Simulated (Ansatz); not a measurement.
A geometry relaxed with Ansatz (a quantum-chemistry and plane-wave program) with B3LYP-D3(BJ)/def2-TZVP, charge 0, multiplicity 1:

```xyz
5

Cl    -1.2940    -1.2254    -1.4681
Cl     0.8654     1.8424    -1.0901
Sn     0.0000     0.0000     0.0000
Cl     1.7299    -1.3140     0.7826
Cl    -1.3012     0.6971     1.7756
```

Problem. Write the SMILES of this molecule.

Solution. `[Cl][Sn]([Cl])([Cl])[Cl]`
